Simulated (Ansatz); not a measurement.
Input for Ansatz (a first-principles code): R-B3LYP/def2-TZVPP on GeH3ITe (SMILES [GeH3][Te]I), a point of a torsion scan. Elements past Kr take the def2 small-core potentials; no spin–orbit coupling.

Ansatz 0.2 input:
```yaml
crystal:
  periodic: [false, false, false]
  atoms:
    - {symbol: Ge, position_ang: [-0.73201666, 0.00418025, 0.00976176]}
    - {symbol: Te, position_ang: [1.31991516, 1.45371268, -0.05443425]}
    - {symbol: I, position_ang: [2.98592648, -0.50819627, 0.72418757]}
    - {symbol: H, position_ang: [-1.02626143, -0.58013071, 1.35825181]}
    - {symbol: H, position_ang: [-1.89780167, 0.86084076, -0.36907568]}
    - {symbol: H, position_ang: [-0.69924734, -1.14916701, -0.94734638]}
basis:
  gaussian:
    orbitals: def2-TZVPP
hamiltonian:
  xc: {name: B3LYP}
scf: {lower_state_search: off}
```

It printed:

```
WARN ansatz: RAYON_NUM_THREADS=1 ignored (pool sized by the plan → 1); use --threads N
Functional definition: B3LYP
these checks for a lower state are left out or cut short: stability, starts, cluster_reference, orbital_swaps, neighbouring_geometries, increment
integrals: 0.13 GiB planned
1400 factors; their error is unknown
mean field: 1.14 GiB planned
mean field evaluation 1: about -71967.8926 eV, gradient 2.0e1 eV
mean field evaluation 2: about -71968.1286 eV, gradient 1.9e1 eV
mean field evaluation 4: about -71968.4994 eV, gradient 1.5e0 eV
mean field evaluation 8: about -71969.0312 eV, gradient 2.3e-1 eV
mean field evaluation 16: about -71969.0313 eV, gradient 3.0e-5 eV
mean field -71969.03126027 eV, -2644.8131164536 hartree, gradient 1.7e-6 eV, S^2 0.000000; 0 other end points of the search recorded, 0 dependent functions left out
reference -71969.03151128 eV, -2644.8131256780 hartree; 42, 42 occupied and 148, 148 virtual orbitals, 1400 factors
Total energy: -71969.03151128 eV, -2644.8131256780 hartree
Checks for a lower state left out: stability, starts, cluster_reference, orbital_swaps, neighbouring_geometries, increment
```

The run converged.

Cost: around 3 core-seconds (rough).
